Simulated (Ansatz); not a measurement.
`[SiH3]CC[SeH]` + `N=CS` → `[SiH3]/N=C\S` + `CC[SeH]`  (ligand exchange at the Si–C bond)

Isolated molecules relaxed with PBE0-D4/def2-TZVP in Ansatz; ΔE leaves out vibrations. CCSD(T)/CBS adds triple-zeta CCSD(T) − MP2 to the extrapolated MP2 energy (def2 sets, frozen cores). This one scheme is used for every species. Functionals use def2-TZVPP. B3LYP here is the variant with VWN-RPA as its local correlation; programs differ in this. For Se outer-core shells are correlated without core-valence functions, which leaves a few kJ/mol of doubt a bond. Scalar relativity is left out up to krypton. Each species was taken in one conformer, which may not be the lowest.

```tsv
level	ΔE (kcal/mol)	difference from CCSD(T)/CBS
PBE-D4	-11.1	-0.1
PBE0-D4	-10.8	0.2
ωB97X-V	-10.5	0.5
ωB97M-V	-10.5	0.5
B2PLYP	-12.3	-1.3
PBE	-11.0	0.0
r2SCAN	-12.1	-1.1
B3LYP	-12.4	-1.4
MP2/def2-TZVPP	-11.6	-0.6
SCS-MP2/def2-TZVPP	-11.6	-0.6
CCSD/def2-TZVPP	-10.5	0.5
CCSD(T)/def2-TZVPP	-10.7	0.3
SCS-MP2/def2-QZVPP	-11.8	-0.8
HF/CBS(def2)	-12.8	-1.8
MP2/CBS(def2)	-11.9	-0.9
CCSD/CBS(def2)	-10.8	0.2
CCSD(T)/CBS	-11.0	0
```

Largest T1 diagnostic among the species: 0.015.

In def2-TZVPP, CCSD(T) changes the Hartree–Fock value by +2.0 kcal/mol (the triples alone add −0.1 kcal/mol) and MP2 by +1.1 kcal/mol.
